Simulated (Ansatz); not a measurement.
GeH(OAc)3 (C₆H₁₀GeO₆) was relaxed with PBE-D4 (def2-SVP) in Ansatz in these states: charge +1 doublet, charge -1 doublet, neutral singlet. The geometries follow in no particular order.

A:

Cartesian coordinates in Å:
```
Ge -0.043 0.491 -0.185
H -0.168 1.923 -0.723
O 0.824 0.236 1.439
C 1.967 0.916 1.412
C 2.829 0.859 2.628
O 2.250 1.557 0.386
H 3.768 1.415 2.468
H 3.039 -0.202 2.871
H 2.267 1.295 3.479
O 0.866 -0.758 -1.218
C 0.412 -0.677 -2.466
C 1.012 -1.594 -3.476
O -0.479 0.152 -2.717
H 0.526 -1.466 -4.459
H 0.907 -2.639 -3.121
H 2.096 -1.372 -3.554
O -1.604 -0.462 0.147
C -2.427 0.318 0.844
C -3.755 -0.246 1.218
O -2.046 1.463 1.141
H -4.323 0.468 1.839
H -3.602 -1.201 1.759
H -4.316 -0.472 0.287
```

B:

```xyz
23

Ge    0.0726   -0.5880    0.2663
H     0.2445   -1.9689    0.8892
O     1.2347   -0.0807   -1.0836
C     2.4899   -0.2296   -0.6296
C     3.5471    0.1260   -1.6400
O     2.7031   -0.6277    0.5123
H     4.5495    0.0329   -1.1886
H     3.3834    1.1580   -2.0078
H     3.4610   -0.5461   -2.5171
O     0.2228    0.8963    1.3637
C    -0.6311    0.7434    2.3890
C    -0.5986    1.8753    3.3804
O    -1.3491   -0.2497    2.4673
H    -1.3497    1.7083    4.1712
H    -0.7924    2.8343    2.8609
H     0.4137    1.9487    3.8255
O    -1.5369   -0.1891   -0.5589
C    -1.7801   -1.1402   -1.4754
C    -3.0781   -0.9544   -2.2140
O    -0.9866   -2.0605   -1.6530
H    -3.1874   -1.7315   -2.9896
H    -3.1101    0.0544   -2.6703
H    -3.9221   -1.0113   -1.4978
```

C:

```xyz
23

Ge   -0.756    0.405    0.058
H    -0.429    1.049   -1.335
O     0.550   -0.931    0.371
C     1.344   -1.354   -0.613
C     2.664   -1.881   -0.062
O     1.096   -1.303   -1.809
H     3.185   -2.498   -0.817
H     2.512   -2.446    0.878
H     3.276   -0.987    0.176
O    -2.094   -1.025   -0.579
C    -3.230   -0.485   -0.924
C    -4.241   -1.508   -1.459
O    -3.515    0.717   -0.849
H    -5.184   -1.006   -1.745
H    -4.441   -2.277   -0.684
H    -3.812   -2.039   -2.333
O     0.289    1.733    1.244
C     1.571    1.943    1.066
C     2.136    2.923    2.109
O     2.297    1.461    0.193
H     3.227    3.048    1.967
H     1.923    2.552    3.133
H     1.631    3.907    2.014
```

Problem. Judge from the bond lengths which geometry belongs to which state (an estimate).

Solution. A is the charge +1 doublet (Ge1–O17 1.858 Å, Ge1–O10 1.858 Å, C18–C19 1.491 Å); B is the neutral singlet (Ge1–O17 1.852 Å, Ge1–O10 1.852 Å, C18–C19 1.505 Å); C is the charge -1 doublet (Ge1–O17 2.064 Å, Ge1–O10 2.060 Å, C18–C19 1.539 Å).
